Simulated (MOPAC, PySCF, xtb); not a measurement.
Torsion H5–N1–Ga2–F3 in F2GaH2N (SMILES [NH2][Ga]([F])[F]); at each angle all else is relaxed with GFN2-xTB, and the levels are single points there.
Geometry at 330° (charge 0, multiplicity 1):
| atom | x (Å) | y (Å) | z (Å) |
|---|---|---|---|
| N | -1.1283 | -0.1181 | -0.2750 |
| Ga | 0.6604 | -0.1250 | -0.7008 |
| F | 1.4552 | 1.2427 | -1.4220 |
| F | 1.6576 | -1.5369 | -0.5117 |
| H | -1.4861 | 0.8017 | -0.0350 |
| H | -1.3728 | -0.7810 | 0.4549 |

On the grid 0° to 330°, 60° is the highest and 330° the lowest point at MP2/CBS(cc-pVTZ, cc-pVQZ) + ΔCCSD(T)/cc-pVTZ.

Rows in 3-21G carry no dispersion term and start afresh at each structure; the Pople sets are all-electron and without relativity. The state that PM6 reach isn't checked.

Run with MOPAC for PM6 (differences of heats of formation); PySCF for 3-21G rows; xtb for the GFN methods. Values without a source in brackets are computed.

**Question.** One of these levels gives 302.3 meV for the energy at 60° less that at 330°. Which one is it?
A) PM6
B) HF/3-21G
C) GFN-FF

**Answer.** B, HF/3-21G. The others give 67.2 (GFN-FF), 269.2 (PM6)
